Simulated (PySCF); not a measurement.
**Two-photon absorption: `O=Cc1cccc(C(=S)c2ccccc2)c1`, C14H10OS**

Molfile (atoms numbered from 1):
```
C14H10OS
     RDKit          3D

 26 27  0  0  0  0  0  0  0  0999 V2000
    2.1539   -1.4840   -2.6995 O   0  0  0  0  0  0  0  0  0  0  0  0
    2.8773   -0.7501   -2.0772 C   0  0  0  0  0  0  0  0  0  0  0  0
    2.5266   -0.0842   -0.8150 C   0  0  0  0  0  0  0  0  0  0  0  0
    3.4378    0.7565   -0.1762 C   0  0  0  0  0  0  0  0  0  0  0  0
    3.0923    1.3681    1.0156 C   0  0  0  0  0  0  0  0  0  0  0  0
    1.8465    1.1499    1.5735 C   0  0  0  0  0  0  0  0  0  0  0  0
    0.9133    0.3240    0.9400 C   0  0  0  0  0  0  0  0  0  0  0  0
   -0.3890    0.0714    1.5528 C   0  0  0  0  0  0  0  0  0  0  0  0
   -0.5262    0.0384    3.1904 S   0  0  0  0  0  0  0  0  0  0  0  0
   -1.5480   -0.1555    0.7023 C   0  0  0  0  0  0  0  0  0  0  0  0
   -2.5918   -0.9767    1.1365 C   0  0  0  0  0  0  0  0  0  0  0  0
   -3.7023   -1.1767    0.3425 C   0  0  0  0  0  0  0  0  0  0  0  0
   -3.7998   -0.5479   -0.8894 C   0  0  0  0  0  0  0  0  0  0  0  0
   -2.7799    0.2846   -1.3227 C   0  0  0  0  0  0  0  0  0  0  0  0
   -1.6594    0.4786   -0.5396 C   0  0  0  0  0  0  0  0  0  0  0  0
    1.2687   -0.2949   -0.2560 C   0  0  0  0  0  0  0  0  0  0  0  0
    3.8999   -0.5154   -2.4353 H   0  0  0  0  0  0  0  0  0  0  0  0
    4.4110    0.9222   -0.6149 H   0  0  0  0  0  0  0  0  0  0  0  0
    3.7964    2.0166    1.5144 H   0  0  0  0  0  0  0  0  0  0  0  0
    1.5728    1.6241    2.5046 H   0  0  0  0  0  0  0  0  0  0  0  0
   -2.5068   -1.4652    2.0962 H   0  0  0  0  0  0  0  0  0  0  0  0
   -4.4955   -1.8247    0.6840 H   0  0  0  0  0  0  0  0  0  0  0  0
   -4.6704   -0.7020   -1.5093 H   0  0  0  0  0  0  0  0  0  0  0  0
   -2.8588    0.7861   -2.2757 H   0  0  0  0  0  0  0  0  0  0  0  0
   -0.8789    1.1478   -0.8713 H   0  0  0  0  0  0  0  0  0  0  0  0
    0.5893   -0.9686   -0.7573 H   0  0  0  0  0  0  0  0  0  0  0  0
  1  2  2  0
  2  3  1  0
  3  4  1  0
  4  5  2  0
  5  6  1  0
  6  7  2  0
  7  8  1  0
  8  9  2  0
  8 10  1  0
 10 11  2  0
 11 12  1  0
 12 13  2  0
 13 14  1  0
 14 15  2  0
  7 16  1  0
 16  3  2  0
 15 10  1  0
  2 17  1  0
  4 18  1  0
  5 19  1  0
  6 20  1  0
 11 21  1  0
 12 22  1  0
 13 23  1  0
 14 24  1  0
 15 25  1  0
 16 26  1  0
M  END
```

Level of theory: TDDFT wB97X-D/def2-SVPD excited states, vertical, gas phase in PySCF. Geometry: GFN2-xTB.

**Question.** How strongly do the lowest singlets absorb one photon, and two photons of half the energy?

**Answer.** δ for parallel linear polarisation; σ at the peak of a Lorentzian of half width 0.1 eV, single beam; Ω is circular over linear.
```tsv
state	E (eV)	f	photon λ (nm)	δ (au)	σ (GM)	Ω	main
S1	2.13	0.002	1166	7.3	0.01	1.47	HOMO→LUMO 0.89
S2	3.88	0.000	638	1.21	0.01	0.25	HOMO−4→LUMO+1 0.82
S3	4.07	0.194	610	2290	13.90	0.33	HOMO−1→LUMO 0.86
S4	4.44	0.084	558	198	1.43	1.18	HOMO−2→LUMO 0.78
S5	4.54	0.022	546	124	0.94	1.49	HOMO−5→LUMO 0.34, HOMO→LUMO+1 0.28
```

Among these, the strongest one-photon state is S3, the strongest two-photon state S3, with a dipole change of 2.5 D (relaxed, norm of the difference vector).
